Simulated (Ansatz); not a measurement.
Born–Oppenheimer molecular dynamics of ClF2GeH3S (8 atoms, charge 0, multiplicity 1). It starts at the highest image of a converged band, a first-order saddle point between two minima.

Theory: Ansatz 0.2.0, RKS BLYP-D4/def2-SVP.

- ensemble: NVE (velocity Verlet)
- time step: 0.5 fs
- steps asked: 200
- starting velocities drawn for: 300 K
- seed: 8056

First frame:

```xyz
8
Properties=species:S:1:pos:R:3
Ge 0.116 -0.300 -0.143
F 0.110 -0.051 1.891
H 1.464 0.259 -0.646
F -0.972 1.087 -0.098
Cl -1.096 -1.510 -1.527
S 1.069 -2.369 0.997
H -0.127 -3.021 0.971
H 0.547 -1.122 1.961
```

Task: How far do the bonds stretch over the last three quarters of this one trajectory? (Pairs bonded in most of those frames.)

Result: 
| bond | mean (Å) | spread (Å) | shortest | longest |
| --- | --- | --- | --- | --- |
| Ge1–F2 | 1.835 | 0.100 | 1.68 | 2.00 |
| Ge1–H3 | 1.544 | 0.011 | 1.52 | 1.56 |
| Ge1–F4 | 1.753 | 0.027 | 1.72 | 1.80 |
| Ge1–Cl5 | 2.208 | 0.011 | 2.19 | 2.22 |
| S6–H7 | 1.368 | 0.043 | 1.30 | 1.43 |
| S6–H8 | 1.392 | 0.077 | 1.29 | 1.64 |

Mean temperature of the second half: 862 K. The conserved energy stayed within 0.15 meV per atom of its start (net change 0.12 meV per atom), so the integration is sound. The kinetic energy rose, since the run started high on the potential surface and went downhill. It ends in pieces (ClF2GeH + H2S), so much of that is their flight and rotation, not heat. A run of 0.1 ps of so small a system gives no equilibrium averages. The orbitals stay closed-shell, which can raise the energy where a bond breaks towards radicals; this wasn't checked here.

The run took 3.8 min on 4 threads of Arm Neoverse V1, with other jobs on the host, peak memory 0.17 GiB.
